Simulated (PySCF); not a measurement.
# First hyperpolarisability of `COC(F)(OC)C(=O)O`, C₄H₇FO₄

Computed, not measured: quadratic response B3LYP/def2-SVPD first hyperpolarisability, Taylor convention, gas phase in PySCF 2.14.0. Geometry: GFN2-xTB.

Input:
```
{"job": {"kind": "beta", "xc": "B3LYP", "basis": "def2-SVPD", "wavelengths": [1907, 1064]}, "charge": 0, "multiplicity": 1}
C      2.151094     0.092163     0.003022
O      0.908451    -0.520305    -0.329555
C     -0.226434     0.118609     0.069015
F     -0.180495     0.252590     1.477487
O     -1.338464    -0.568454    -0.281591
C     -1.356668    -1.946335     0.099624
C     -0.418565     1.556226    -0.486622
O      0.288529     2.065574    -1.308280
O     -1.477744     2.124409     0.053547
H      2.211718     0.281077     1.077013
H      2.291602     1.020420    -0.551266
H      2.904899    -0.634826    -0.288313
H     -1.218720    -2.042693     1.178185
H     -2.341335    -2.304405    -0.187874
H     -0.578886    -2.498887    -0.428198
H     -1.626581     3.013781    -0.312365
```
Coordinates are in Å.

Command: `OMP_NUM_THREADS=1 python excited_run.py task.json out`

Task: Show the output.

Result: DR is the depolarisation ratio; parallel is 3/5 of the vector part along the dipole.
```
coarse grid: 14120 points
cycle   1  E = -556.5857713207  dE =  1.512e+00  |g| = 1.279e+00  |ddm| = 6.160e+00
cycle   2  E = -555.8676220816  dE =  7.181e-01  |g| = 2.372e+00  |ddm| = 6.564e+00
cycle   3  E = -556.8551780630  dE = -9.876e-01  |g| = 3.851e-01  |ddm| = 3.918e+00
cycle   4  E = -556.8802459029  dE = -2.507e-02  |g| = 1.434e-01  |ddm| = 5.851e-01
cycle   5  E = -556.8838299153  dE = -3.584e-03  |g| = 2.666e-02  |ddm| = 1.681e-01
cycle   6  E = -556.8839816886  dE = -1.518e-04  |g| = 7.232e-03  |ddm| = 5.077e-02
cycle   7  E = -556.8839911490  dE = -9.460e-06  |g| = 2.104e-03  |ddm| = 1.116e-02
final grid: 138872 points
cycle   8  E = -556.9956854064  dE = -5.654e-05  |g| = 6.558e-03  |ddm| = 1.745e-01
cycle   9  E = -556.9956713291  dE =  1.408e-05  |g| = 1.096e-02  |ddm| = 2.303e-02
cycle  10  E = -556.9956934625  dE = -2.213e-05  |g| = 1.948e-03  |ddm| = 1.319e-02
cycle  11  E = -556.9956941930  dE = -7.305e-07  |g| = 3.850e-04  |ddm| = 2.443e-03
cycle  12  E = -556.9956942144  dE = -2.147e-08  |g| = 1.711e-04  |ddm| = 6.381e-04
cycle  13  E = -556.9956942199  dE = -5.479e-09  |g| = 2.903e-05  |ddm| = 2.577e-04
cycle  14  E = -556.9956942201  dE = -1.357e-10  |g| = 1.326e-05  |ddm| = 7.235e-05
converged SCF energy = -556.9956942201

Lowest singlets (eV, f): 5.5557 0.0007  6.5736 0.0073  6.8954 0.0117

First hyperpolarisability (au)
process     nm      |vector|   parallel      HRS      DR
static         -       69.31      22.28      35.11   3.096
shg       1907.0       73.62      23.96      36.92   3.143
eope      1907.0       70.71      22.83          -       -
shg       1064.0       84.66      28.18       41.5   3.252
eope      1064.0       73.94      24.08          -       -
```

It took 62 s wall time on 1 thread of an Arm Neoverse V2, shared host, peak memory 0.94 GiB.
